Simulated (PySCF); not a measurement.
Start geometry of `FB(F)F` from GFN2-xTB (Å):
```
atom  x, y, z in Å
F1    -1.085   -0.586    0.704
B2    -0.003   -0.003    0.315
F3     1.125   -0.476    0.708
F4     0.001    1.041   -0.471
```

What comes out of this run: PBE0-D3(BJ)/def2-SVP geometry optimisation, gas phase in PySCF?

```
atom  x, y, z in Å
F1    -1.0138   -0.7937    0.5966
B2     0.0397   -0.0739    0.3007
F3     1.2309   -0.4653    0.6784
F4    -0.0978    1.0380   -0.3772
```

The energy falls by 0.052 eV over 13 energy and gradient evaluations, the largest force component goes from 0.0280 to 3.0e-04 Eh/bohr, and the atoms move by 0.027 Å rms after alignment. The bond that changes most is B2–F3 (three-coordinate boron to boron-bound fluorine), which lengthens by 0.025 Å. Bonds longer at the end by more than 0.005 Å: 2 of 3; shorter: 0. Among the angles that change most is F1–B2–F4, from 123.1° to 119.9°. Rotational constants go from 11021, 10208, 5299 to 10358, 10324, 5170 MHz. The orientation of the end geometry is arbitrary; only internal coordinates are fixed.

The run used 56 basis functions and 71 SCF cycles in all. Hardware: an Arm Neoverse V1 with one thread (shared host). Cost: 8.2 s of wall time, 0.28 GiB resident at most.

Whether it is a minimum is left open (no frequencies).
